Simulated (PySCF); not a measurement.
Compound: C2H7ClSi2.
SMILES: `[SiH3]/C=C(/[SiH3])Cl`

Computed, not measured: PBE0-D3(BJ)/def2-SVP geometry optimisation, gas phase in PySCF.

Take the most abundant isotopes and a rigid rotor. 

**Question.** What are A, B and C (cm⁻¹)?

**Answer.** Ia = 133.87, Ib = 368.20, Ic = 490.15 u·Å²; 505379 MHz·u·Å²/I gives 3775, 1373 and 1031 MHz, that is A = 0.12592, B = 0.04578, C = 0.03439 cm⁻¹.

**Question.** What kind of rotor is it?

**Answer.** An asymmetric top; Ray's κ = -0.751.

**Question.** Is it planar, by Δ = Ic − Ia − Ib?

**Answer.** Not planar: Δ = Ic − Ia − Ib = -11.93 u·Å². For a rigid frame Δ = −2 Σ m c², so Σ m c² = 5.96 u·Å² lies off the ab plane, practically all of it from hydrogen. The atom farthest from that plane is 1.22 Å away.

**Question.** Give the other two planar moments, Paa and Pbb, and the rms extents of the mass along the axes.

**Answer.** Paa = Σ m a² = (Ib + Ic − Ia)/2 = 362.24 and Pbb = Σ m b² = (Ia + Ic − Ib)/2 = 127.91 u·Å². With the mass M = 121.98 u, the rms extents √(P/M) along a, b and c are 1.72, 1.02, 0.22 Å.

**Question.** Which lines would a microwave search look for?

**Answer.** The dipole components are |μa| = 0.42 D, |μb| = 1.15 D, |μc| = 0.00 D; the mirror of this Cs structure is the ab plane, so μc vanishes by symmetry and there are no c-type lines. The squared components, which scale the intensities, stand as 0.13 : 1.00 (a : b). Some lines, for components of 0.1 D or more:

| type | branch | J(Ka,Kc) | MHz | lower level (cm⁻¹) |
| --- | --- | --- | --- | --- |
| b | R | 3(1,2) ← 2(2,1) | 493 | 0.584 |
| b | R | 2(0,2) ← 1(1,1) | 2371 | 0.160 |
| b | Q | 2(1,1) ← 2(0,2) | 3119 | 0.239 |
| b | R | 3(0,3) ← 2(1,2) | 4983 | 0.309 |
| b | Q | 4(2,2) ← 4(1,3) | 6570 | 0.941 |
| a | R | 3(2,1) ← 2(2,0) | 7344 | 0.585 |
| b | R | 4(0,4) ← 3(1,3) | 7598 | 0.532 |
| a | R | 3(1,2) ← 2(1,1) | 7701 | 0.343 |
| b | Q | 2(2,1) ← 2(1,2) | 8232 | 0.309 |
| b | Q | 3(2,2) ← 3(1,3) | 8764 | 0.532 |
| a | R | 4(1,4) ← 3(1,3) | 8870 | 0.532 |
| a | R | 4(0,4) ← 3(0,3) | 9294 | 0.475 |
| b | Q | 4(2,3) ← 4(1,4) | 9483 | 0.828 |
| a | R | 4(2,2) ← 3(2,1) | 9908 | 0.830 |
| b | Q | 3(3,1) ← 3(2,2) | 12886 | 0.824 |
| b | Q | 4(4,0) ← 4(3,1) | 17942 | 1.578 |
| b | R | 4(3,2) ← 3(2,1) | 22396 | 0.830 |
| b | R | 4(4,1) ← 3(3,0) | 27631 | 1.254 |

**Question.** Estimate the classical rotational partition function at 100 K, 200 K and 298.15 K.

**Answer.** Point group Cs, symmetry number σ = 1; q = (√π/σ)·√((kT/h)³/(ABC)), k/h = 20836.6 MHz/K: 72900 at 100 K, 206000 at 200 K, 375000 at 298.15 K.

PBE0-D3(BJ)/def2-SVP frequencies: not computed here. Constants of a rigid frame at the computed geometry: no zero-point averaging, no centrifugal distortion. A rigid rotor knows nothing of internal rotation, which can split or shift real lines. Quadrupole hyperfine structure (35Cl) is left out.
